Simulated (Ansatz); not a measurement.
Harmonic vibrations of `[CH2][N](C)[Ga]([F])[F]` radical by finite differences.

```yaml
crystal:
  periodic: [false, false, false]
  atoms:
    - {symbol: C, position_ang: [-0.947769, -0.919797, 0.483021]}
    - {symbol: N, position_ang: [-0.047667, -0.072973, 0.227835]}
    - {symbol: C, position_ang: [1.325016, -0.467713, 0.009882]}
    - {symbol: Ga, position_ang: [-0.566596, 1.945643, -0.023520]}
    - {symbol: F, position_ang: [0.213028, 2.088439, -1.626547]}
    - {symbol: F, position_ang: [-2.327568, 1.613968, -0.095760]}
    - {symbol: H, position_ang: [-0.718998, -1.983763, 0.568199]}
    - {symbol: H, position_ang: [-1.969147, -0.568187, 0.604316]}
    - {symbol: H, position_ang: [1.959003, 0.019520, 0.753651]}
    - {symbol: H, position_ang: [1.629852, -0.103773, -0.973017]}
    - {symbol: H, position_ang: [1.450836, -1.551373, 0.071930]}
basis:
  gaussian: {orbitals: def2-TZVP}
magnetization: {spin_polarized: true, initial_magnetization: 1}
hamiltonian: {xc: pbe0, dispersion: d4}
phonons: {temperatures: {t_min: 298.15, t_max: 900, t_step: 200}}
```

```sh
$ ansatz run in.yaml --threads 2 --pin off --events-out ev --progress --plain --backend cuda
```

Output, abridged:

```
Functional definition: PBE0
mean field -61446.17139979 eV, -2258.1051492315 hartree, gradient 2.4e-5 eV, S^2 0.751611; 0 other end points of the search recorded, 0 dependent functions left out
mean field -61446.17114269 eV, -2258.1051397832 hartree, gradient 1.0e-6 eV, S^2 0.751610; 0 other end points of the search recorded, 0 dependent functions left out
mean field -61446.17115871 eV, -2258.1051403720 hartree, gradient 1.4e-6 eV, S^2 0.751612; 0 other end points of the search recorded, 0 dependent functions left out
mean field -61446.17114469 eV, -2258.1051398566 hartree, gradient 8.9e-7 eV, S^2 0.751610; 0 other end points of the search recorded, 0 dependent functions left out
mean field -61446.17118570 eV, -2258.1051413638 hartree, gradient 1.4e-6 eV, S^2 0.751612; 0 other end points of the search recorded, 0 dependent functions left out
mean field -61446.17135205 eV, -2258.1051474769 hartree, gradient 2.0e-6 eV, S^2 0.751611; 0 other end points of the search recorded, 0 dependent functions left out
mean field -61446.17134025 eV, -2258.1051470433 hartree, gradient 2.5e-6 eV, S^2 0.751611; 0 other end points of the search recorded, 0 dependent functions left out
mean field -61446.17118634 eV, -2258.1051413873 hartree, gradient 2.7e-6 eV, S^2 0.751612; 0 other end points of the search recorded, 0 dependent functions left out
mean field -61446.17118137 eV, -2258.1051412044 hartree, gradient 2.6e-6 eV, S^2 0.751610; 0 other end points of the search recorded, 0 dependent functions left out
mean field -61446.17122146 eV, -2258.1051426779 hartree, gradient 2.1e-6 eV, S^2 0.751610; 0 other end points of the search recorded, 0 dependent functions left out
mean field -61446.17124579 eV, -2258.1051435721 hartree, gradient 1.5e-6 eV, S^2 0.751612; 0 other end points of the search recorded, 0 dependent functions left out
mean field -61446.17135930 eV, -2258.1051477433 hartree, gradient 9.8e-7 eV, S^2 0.751610; 0 other end points of the search recorded, 0 dependent functions left out
mean field -61446.17134510 eV, -2258.1051472215 hartree, gradient 1.4e-6 eV, S^2 0.751612; 0 other end points of the search recorded, 0 dependent functions left out
mean field -61446.17127521 eV, -2258.1051446531 hartree, gradient 2.5e-6 eV, S^2 0.751611; 0 other end points of the search recorded, 0 dependent functions left out
mean field -61446.17122660 eV, -2258.1051428667 hartree, gradient 2.5e-6 eV, S^2 0.751611; 0 other end points of the search recorded, 0 dependent functions left out
mean field -61446.17119990 eV, -2258.1051418854 hartree, gradient 2.1e-6 eV, S^2 0.751612; 0 other end points of the search recorded, 0 dependent functions left out
mean field -61446.17123395 eV, -2258.1051431371 hartree, gradient 2.1e-6 eV, S^2 0.751610; 0 other end points of the search recorded, 0 dependent functions left out
mean field -61446.17122565 eV, -2258.1051428318 hartree, gradient 1.5e-6 eV, S^2 0.751611; 0 other end points of the search recorded, 0 dependent functions left out
mean field -61446.17122795 eV, -2258.1051429164 hartree, gradient 1.2e-6 eV, S^2 0.751611; 0 other end points of the search recorded, 0 dependent functions left out
mean field -61446.17131513 eV, -2258.1051461201 hartree, gradient 2.0e-6 eV, S^2 0.751612; 0 other end points of the search recorded, 0 dependent functions left out
mean field -61446.17133134 eV, -2258.1051467160 hartree, gradient 1.7e-6 eV, S^2 0.751610; 0 other end points of the search recorded, 0 dependent functions left out
mean field -61446.17140963 eV, -2258.1051495930 hartree, gradient 2.4e-6 eV, S^2 0.751613; 0 other end points of the search recorded, 0 dependent functions left out
mean field -61446.17133327 eV, -2258.1051467867 hartree, gradient 2.2e-6 eV, S^2 0.751610; 0 other end points of the search recorded, 0 dependent functions left out
mean field -61446.17133634 eV, -2258.1051468997 hartree, gradient 1.9e-6 eV, S^2 0.751614; 0 other end points of the search recorded, 0 dependent functions left out
mean field -61446.17134117 eV, -2258.1051470771 hartree, gradient 2.2e-6 eV, S^2 0.751608; 0 other end points of the search recorded, 0 dependent functions left out
mean field -61446.17139010 eV, -2258.1051488753 hartree, gradient 2.0e-6 eV, S^2 0.751613; 0 other end points of the search recorded, 0 dependent functions left out
mean field -61446.17138153 eV, -2258.1051485603 hartree, gradient 2.7e-6 eV, S^2 0.751609; 0 other end points of the search recorded, 0 dependent functions left out
mean field -61446.17141717 eV, -2258.1051498700 hartree, gradient 1.9e-6 eV, S^2 0.751611; 0 other end points of the search recorded, 0 dependent functions left out
mean field -61446.17137483 eV, -2258.1051483140 hartree, gradient 2.1e-6 eV, S^2 0.751611; 0 other end points of the search recorded, 0 dependent functions left out
mean field -61446.17132823 eV, -2258.1051466017 hartree, gradient 2.0e-6 eV, S^2 0.751608; 0 other end points of the search recorded, 0 dependent functions left out
mean field -61446.17136432 eV, -2258.1051479279 hartree, gradient 2.3e-6 eV, S^2 0.751614; 0 other end points of the search recorded, 0 dependent functions left out
mean field -61446.17131402 eV, -2258.1051460795 hartree, gradient 2.2e-6 eV, S^2 0.751608; 0 other end points of the search recorded, 0 dependent functions left out
mean field -61446.17136100 eV, -2258.1051478061 hartree, gradient 2.2e-6 eV, S^2 0.751614; 0 other end points of the search recorded, 0 dependent functions left out
mean field -61446.17140581 eV, -2258.1051494526 hartree, gradient 2.5e-6 eV, S^2 0.751611; 0 other end points of the search recorded, 0 dependent functions left out
mean field -61446.17138240 eV, -2258.1051485925 hartree, gradient 2.5e-6 eV, S^2 0.751611; 0 other end points of the search recorded, 0 dependent functions left out
mean field -61446.17139716 eV, -2258.1051491347 hartree, gradient 1.9e-6 eV, S^2 0.751611; 0 other end points of the search recorded, 0 dependent functions left out
mean field -61446.17139632 eV, -2258.1051491040 hartree, gradient 1.9e-6 eV, S^2 0.751611; 0 other end points of the search recorded, 0 dependent functions left out
mean field -61446.17137296 eV, -2258.1051482455 hartree, gradient 1.2e-6 eV, S^2 0.751611; 0 other end points of the search recorded, 0 dependent functions left out
mean field -61446.17138420 eV, -2258.1051486584 hartree, gradient 1.3e-6 eV, S^2 0.751611; 0 other end points of the search recorded, 0 dependent functions left out
mean field -61446.17129114 eV, -2258.1051452386 hartree, gradient 2.0e-6 eV, S^2 0.751611; 0 other end points of the search recorded, 0 dependent functions left out
mean field -61446.17130855 eV, -2258.1051458783 hartree, gradient 2.3e-6 eV, S^2 0.751611; 0 other end points of the search recorded, 0 dependent functions left out
mean field -61446.17139445 eV, -2258.1051490351 hartree, gradient 2.6e-6 eV, S^2 0.751612; 0 other end points of the search recorded, 0 dependent functions left out
mean field -61446.17138813 eV, -2258.1051488030 hartree, gradient 2.8e-6 eV, S^2 0.751610; 0 other end points of the search recorded, 0 dependent functions left out
mean field -61446.17129540 eV, -2258.1051453950 hartree, gradient 2.9e-6 eV, S^2 0.751611; 0 other end points of the search recorded, 0 dependent functions left out
mean field -61446.17130712 eV, -2258.1051458259 hartree, gradient 2.1e-6 eV, S^2 0.751611; 0 other end points of the search recorded, 0 dependent functions left out
mean field -61446.17136845 eV, -2258.1051480796 hartree, gradient 1.5e-6 eV, S^2 0.751611; 0 other end points of the search recorded, 0 dependent functions left out
mean field -61446.17137739 eV, -2258.1051484084 hartree, gradient 1.4e-6 eV, S^2 0.751611; 0 other end points of the search recorded, 0 dependent functions left out
mean field -61446.17139207 eV, -2258.1051489477 hartree, gradient 2.3e-6 eV, S^2 0.751611; 0 other end points of the search recorded, 0 dependent functions left out
mean field -61446.17138707 eV, -2258.1051487639 hartree, gradient 2.7e-6 eV, S^2 0.751611; 0 other end points of the search recorded, 0 dependent functions left out
mean field -61446.17136199 eV, -2258.1051478423 hartree, gradient 1.9e-6 eV, S^2 0.751611; 0 other end points of the search recorded, 0 dependent functions left out
mean field -61446.17134540 eV, -2258.1051472327 hartree, gradient 1.9e-6 eV, S^2 0.751611; 0 other end points of the search recorded, 0 dependent functions left out
mean field -61446.17136658 eV, -2258.1051480110 hartree, gradient 1.4e-6 eV, S^2 0.751611; 0 other end points of the search recorded, 0 dependent functions left out
mean field -61446.17136864 eV, -2258.1051480867 hartree, gradient 1.5e-6 eV, S^2 0.751611; 0 other end points of the search recorded, 0 dependent functions left out
mean field -61446.17134656 eV, -2258.1051472752 hartree, gradient 2.2e-6 eV, S^2 0.751611; 0 other end points of the search recorded, 0 dependent functions left out
mean field -61446.17134071 eV, -2258.1051470602 hartree, gradient 2.1e-6 eV, S^2 0.751611; 0 other end points of the search recorded, 0 dependent functions left out
mean field -61446.17138170 eV, -2258.1051485667 hartree, gradient 2.1e-6 eV, S^2 0.751611; 0 other end points of the search recorded, 0 dependent functions left out
mean field -61446.17137029 eV, -2258.1051481474 hartree, gradient 1.7e-6 eV, S^2 0.751611; 0 other end points of the search recorded, 0 dependent functions left out
mean field -61446.17137418 eV, -2258.1051482902 hartree, gradient 1.7e-6 eV, S^2 0.751611; 0 other end points of the search recorded, 0 dependent functions left out
mean field -61446.17137719 eV, -2258.1051484009 hartree, gradient 2.3e-6 eV, S^2 0.751611; 0 other end points of the search recorded, 0 dependent functions left out
mean field -61446.17131015 eV, -2258.1051459370 hartree, gradient 2.6e-6 eV, S^2 0.751611; 0 other end points of the search recorded, 0 dependent functions left out
mean field -61446.17131364 eV, -2258.1051460653 hartree, gradient 2.5e-6 eV, S^2 0.751611; 0 other end points of the search recorded, 0 dependent functions left out
mean field -61446.17138763 eV, -2258.1051487846 hartree, gradient 1.1e-6 eV, S^2 0.751611; 0 other end points of the search recorded, 0 dependent functions left out
mean field -61446.17137550 eV, -2258.1051483389 hartree, gradient 1.4e-6 eV, S^2 0.751611; 0 other end points of the search recorded, 0 dependent functions left out
mean field -61446.17129240 eV, -2258.1051452849 hartree, gradient 2.7e-6 eV, S^2 0.751611; 0 other end points of the search recorded, 0 dependent functions left out
mean field -61446.17130334 eV, -2258.1051456870 hartree, gradient 2.6e-6 eV, S^2 0.751611; 0 other end points of the search recorded, 0 dependent functions left out
mean field -61446.17138741 eV, -2258.1051487764 hartree, gradient 1.1e-6 eV, S^2 0.751611; 0 other end points of the search recorded, 0 dependent functions left out
mean field -61446.17138458 eV, -2258.1051486726 hartree, gradient 1.1e-6 eV, S^2 0.751611; 0 other end points of the search recorded, 0 dependent functions left out
Total energy: -61446.37387420 eV, -2258.1125900289 hartree
Atom 0 at    -0.947769    -0.919797     0.483021 Å, force     0.001460     0.000739    -0.001470 eV/Å
Atom 1 at    -0.047667    -0.072973     0.227835 Å, force    -0.000685    -0.000157     0.000842 eV/Å
Atom 2 at     1.325016    -0.467713     0.009882 Å, force    -0.000721    -0.001256    -0.001316 eV/Å
Atom 3 at    -0.566596     1.945643    -0.023520 Å, force     0.000820     0.000199    -0.001274 eV/Å
Atom 4 at     0.213028     2.088439    -1.626547 Å, force    -0.000790    -0.000319     0.001642 eV/Å
Atom 5 at    -2.327568     1.613968    -0.095760 Å, force     0.000367    -0.000055    -0.000125 eV/Å
Atom 6 at    -0.718998    -1.983763     0.568199 Å, force    -0.001075     0.000336     0.000432 eV/Å
Atom 7 at    -1.969147    -0.568187     0.604316 Å, force     0.000197    -0.000805     0.000341 eV/Å
Atom 8 at     1.959003     0.019520     0.753651 Å, force     0.000211     0.000737     0.000107 eV/Å
Atom 9 at     1.629852    -0.103773    -0.973017 Å, force     0.000004     0.000326     0.000317 eV/Å
Atom 10 at     1.450836    -1.551373     0.071930 Å, force     0.000213     0.000254     0.000505 eV/Å
Dipole moment:     0.485856    -1.068902     0.590623 e Å
Vibrations: 55.68 108.18 154.71 173.08 190.04 221.04 256.29 334.40 518.01 597.17 625.58 704.28 992.81 1109.34 1122.53 1149.71 1281.43 1433.92 1465.29 1466.47 1499.34 1762.62 3048.47 3089.07 3133.99 3143.82 3216.97 cm⁻¹, zero-point energy 2.036703 eV
```

It took 84 s on 2 threads of an AMD EPYC 7R13 on a shared host and a share of an NVIDIA H100 80 GB, with 0.96 GiB of host memory at the peak.
